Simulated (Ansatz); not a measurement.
`C[SiH](C)O[SiH](C)O[Si](C)(C)C`. The state is a singlet with charge 0. Geometry r2SCAN-D4/def2-SVP, basis def2-TZVP, Ansatz.

```json
{"run": "A", "HOMO (eV)": "-7.31", "LUMO (eV)": "0.83"}
{"run": "B", "HOMO (eV)": "-6.48", "LUMO (eV)": "0.04"}
{"run": "C", "HOMO (eV)": "-11.23", "LUMO (eV)": "3.34"}
{"run": "D", "HOMO (eV)": "-6.80", "LUMO (eV)": "0.57"}
{"run": "E", "HOMO (eV)": "-7.85", "LUMO (eV)": "0.82"}
```

Question: The runs used HF, PBE, PBE0, r2SCAN, r2SCANh. Estimate which is which.

Answer: A r2SCANh (10 % exact exchange); B PBE (0 % exact exchange); C HF (100 % exact exchange); D r2SCAN (0 % exact exchange); E PBE0 (25 % exact exchange). Exact exchange lowers occupied and raises empty levels; among semilocal functionals meta-GGAs tend to open the gap a little, and such runs are hard to tell apart. The gap grows from 6.51 eV (PBE) to 14.57 eV (HF).
